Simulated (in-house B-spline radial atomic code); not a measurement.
Configurations of Ar IV (Ar3+), with energies counted from [Ne] 3s2 3p3. Computed with a B-spline radial code for spherical atoms: non-relativistic r2SCAN0, spin-polarised, spherical fractional occupations, exact exchange averaged over the configuration, point nucleus. Shells without spins written out take the highest spin.

Occupations are held fixed; configurations that lie above the ionisation limit could autoionise.

```
           configuration  E - E(ref) (eV)  highest orbital  its <r> (bohr)
        [Ne] 3s1 3p3 4s1           40.392            4s up           2.993
        [Ne] 3s1 3p3 4p1           44.848            4p up           3.333
        [Ne] 3s1 3p3 4f1           54.443            4f up           4.219
[He] 2s2 2p5 3s2 3p3 3d1           261.94            3d up           1.461
[He] 2s2 2p5 3s2 3p3 4p1            277.7            4p up           3.235
```

Task: Order these further configurations by energy, lowest first.
A. [Ne] 3s2 3p2 3d1
B. [Ne] 3s2 3p2 4d1
C. [Ne] 3s1 3p4
D. [Ne] 3s1 3p3 4d1
E. [He] 2s2 2p5 3s2 3p3 4s1

Result: C (15.646 eV), A (23.58 eV), B (42.439 eV), D (51.028 eV), E (273.21 eV).
